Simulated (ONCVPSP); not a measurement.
# Transferability test, ONCV potential for Rb

```json
{
 "Element": "Rb (Z = 37)",
 "Generator": "ONCVPSP 4.0.1",
 "Type": "optimised norm-conserving Vanderbilt (ONCV)",
 "Functional": "PBE",
 "Relativity": "scalar-relativistic",
 "Frozen core": "[Ar] 3d10",
 "Valence charge": "9",
 "Reference configuration": "4s2 4p6 5s1",
 "Partial waves": "4s+5s: rc 2.25 bohr, ncon 4, nbas 7, qcut 4.1 1/bohr, 2 projectors; 4p: rc 2.10 bohr, ncon 4, nbas 9, qcut 7.6 1/bohr, 2 projectors, debl 1.3 Ha; d scattering state at 0.37 Ha: rc 1.90 bohr, ncon 4, nbas 8, qcut 4.4 1/bohr, 2 projectors, debl 2.4 Ha",
 "Local potential": "polynomial inside 1.60 bohr (lpopt 4, dvloc0 0 Ha)",
 "Core correction": "none"
}
```

Energies are relative to the spin-unpolarised reference configuration 4s2 4p6 5s1; without spin polarisation the order of configurations can differ from experiment.

```tsv
valence configuration	charge	ΔE all-electron (eV)	error AE − PS (meV)
4s2 4p6 5s0	+1	4.154	-0.2
4s2 4p6 5s0.5	+0.5	1.578	-0.1
4s2 4p6 5s0 5p1	0	1.520	0.0
4s2 4p5 5s1	+1	21.140	-4.4
```

Levels in the configuration 4s2 4p6 5s0.5:

```
level  all-electron (eV)  pseudo (eV)
   4s            -34.556      -34.558
   4p            -18.609      -18.610
   5s             -4.121       -4.121
```
